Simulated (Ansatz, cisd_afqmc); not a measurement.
Species: Zn, charge 0, singlet.

Total energies in def2-SVP, 12 correlated electrons, 9 frozen orbitals. Radicals and triplets start from unrestricted determinants; spin-orbit coupling is neglected. Correlated methods leave the cores frozen (noble-gas shells, and filled d and f shells in the p block). No relativity. AFQMC is phaseless with a CISD trial state; ± is one standard error, without the phaseless bias. Outlying blocks are dropped, and bars are widened where a walk drifts. Over all cases where full CI ran beside it in this data, AFQMC minus full CI had a median of +0.1 mEh and passed +0.4 mEh in a tenth of the cases.

| method | program | energy (Eh) | minus CCSDTQ (mEh) |
|---|---|---|---|
| HF | Ansatz | -1777.56148 | 282.80 |
| MP2 | Ansatz | -1777.84874 | -4.46 |
| CCSD | Ansatz | -1777.83769 | 6.59 |
| CCSD(T) | Ansatz | -1777.84549 | -1.22 |
| CCSDT(Q) | Ansatz | -1777.84389 | 0.39 |
| CCSDTQ | Ansatz | -1777.84428 | 0.00 |
| AFQMC/CISD | cisd_afqmc | -1777.8444 ± 0.0003 | -0.1 ± 0.3 |

Ansatz is an electronic-structure program.
